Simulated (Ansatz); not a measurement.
Species: CuF (charge 0, triplet). The spin state was set by rule; other spins were not relaxed. 
Structure (B3LYP-D3(BJ)/def2-TZVP (Ansatz, a first-principles code) minimum search):
```xyz
2

Cu     0.0000     0.0000    -0.4180
F      0.0000     0.0000     1.3470
```
Charge 0, spin multiplicity 3.

Basis-set convergence of Hartree-Fock and MP2 correlation energies (hartree) with Ansatz. Valence correlation only, unless marked. UHF or UKS for open shells. No spin-orbit coupling. The frozen core is the preceding noble-gas configuration, with the filled d and f shells of earlier blocks. No relativistic terms.

| basis | functions | E(HF) | E(corr, MP2) |
|---|---|---|---|
| def2-SVP | 45 | -1738.05853 | -0.39473 |
| def2-TZVPP | 95 | -1738.42994 | -0.63931 |
| def2-QZVPP | 157 | -1738.47906 | -0.69142 |

Extrapolating the two largest sets (X = 3 and 4) as X^-3: E(corr) = (64·(-0.69142) - 27·(-0.63931))/37 = -0.7294 Eh, an estimate of the basis-set limit. The largest set recovers 94.8 % of it, the smallest 54.1 %.
